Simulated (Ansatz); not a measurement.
Energy needed to pull apart BH₃SeO (SMILES B[Se]O), closed shell, into free ground-state atoms, from the structure below (displaced at random from a GFN2-xTB minimum); no zero-point or spin–orbit terms; open-shell atoms are treated unrestricted, in their ground-state multiplicity.

| atom | x (Å) | y (Å) | z (Å) |
| --- | --- | --- | --- |
| B1 | -0.8827 | -0.0673 | -0.5879 |
| Se2 | 0.4624 | -1.1069 | 0.1448 |
| O3 | 1.2769 | 0.0440 | 1.2895 |
| H4 | -1.5722 | -0.5964 | -1.3477 |
| H5 | -1.0007 | 1.0214 | -0.3295 |
| H6 | 1.7080 | 0.7063 | 0.7788 |

Program: Ansatz 0.2.0. Basis: def2-TZVPP. Cores are frozen in the correlated methods. Filled d shells of the heavier atoms are correlated. The def2 sets are not built for correlating such inner shells, so the correlated values are less sure here.

```csv
method,atomization energy (kcal/mol)
PBE-D4,458.9
r2SCAN-D4,?
PBE0-D4,445.2
HSE06-D4,445.6
BHLYP-D4,428.4
wB97M-V,446.7
HF,?
MP2,442.5
CCSD,424.2
CCSD(T),433.0
```

(1) What does r2SCAN-D4 give? (To be estimated.)

(2) What does HF give? (Judge from chemistry; the value comes from the calculation.)

T1 diagnostic: at most 0.015.

Answers

(1) By the calculation: 450.7 kcal/mol, which is about 17.6 kcal/mol more than CCSD(T)/def2-TZVPP.

(2) Computed: 303.7 kcal/mol, which is about 129.3 kcal/mol less than CCSD(T)/def2-TZVPP.

In triple zeta the MP2 and coupled-cluster atomization energies are still short of their basis limit by a few kcal/mol a bond, whereas those of the functionals are nearly converged, so these differences are not deviations from converged CCSD(T).

For scale, one of the runs: CCSD(T)/def2-TZVPP forces, 152 basis functions (an equivalent command: `ansatz run in.yaml --threads 4`). The run took 85 s on 4 CPU threads (shared host), with 1.9 GiB of host memory at its peak.
